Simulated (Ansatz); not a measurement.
Correlation energies of CH5FSeSi (`C[SiH](F)[SeH]`) by basis set

```xyz
9

C     0.6233   -0.6239   -0.7724
Si   -0.7020    0.4415   -0.0393
F    -1.9910   -0.4796    0.1968
Se   -0.0542    1.4334    1.8941
H     1.5067   -0.0258   -1.0048
H     0.9154   -1.4139   -0.0768
H     0.2643   -1.0929   -1.6920
H    -1.1173    1.5615   -0.9157
H     0.5547    0.1996    2.4102
```

Charge 0, multiplicity 1. Correlated methods include outer-core shells of Se, which these sets cover unevenly. Scalar relativity is left out up to krypton. All single points use the PBE0-D4/def2-TZVP geometry. It is one conformer, not always the lowest. Frozen core, restricted reference, the Gaussian-basis code of Ansatz.

```csv
basis,HF (Eh),MP2 corr.,CCSD corr.,(T),CCSD(T) total
def2-SVP,?,-0.66411,?,-0.01615,?
def2-TZVPP,-2829.17921,?,-0.85691,-0.02952,?
def2-QZVPP,?,-1.17413,–,–,–
```

Q: Fill in the withheld values. (Estimate.)

A: Computed: def2-SVP HF (Eh): -2828.59718; def2-SVP CCSD corr.: -0.69918; def2-SVP CCSD(T) total: -2829.31251; def2-TZVPP MP2 corr.: -0.82470; def2-TZVPP CCSD(T) total: -2830.06564; def2-QZVPP HF (Eh): -2829.24267.
